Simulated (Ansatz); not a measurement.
`[SH][GeH]([Cl])[Cl]`. Charge 0, multiplicity 1.

```csv
atom,x (Å),y (Å),z (Å)
S1,-0.102,1.342,-1.187
Ge2,0.235,-0.229,0.312
Cl3,2.295,-0.754,0.133
Cl4,-0.953,-1.959,-0.115
H5,-1.413,1.424,-0.900
H6,-0.061,0.178,1.757
```

**Question.** List the harmonic frequencies (cm⁻¹, unscaled) at PBE0-D4/def2-TZVP in Ansatz. (An estimate is asked.)

**Answer.** Computed: 103, 131, 166, 173, 406, 437, 444, 676, 715, 770, 2187, 2703.

**Question.** Is this a minimum?

**Answer.** Yes, all 12 modes are real.

**Question.** Give the ideal-gas thermochemistry at 298.15 K and 1 bar (rigid rotor, harmonic oscillator; point group C1, symmetry number 1).

**Answer.** Zero-point energy 53.3 kJ/mol; H(298) − E = 73.2 kJ/mol; entropy 354.1 J/(mol·K), of which translation 173.5, rotation 119.3, vibration 61.3; G(298) − E = -32.4 kJ/mol.
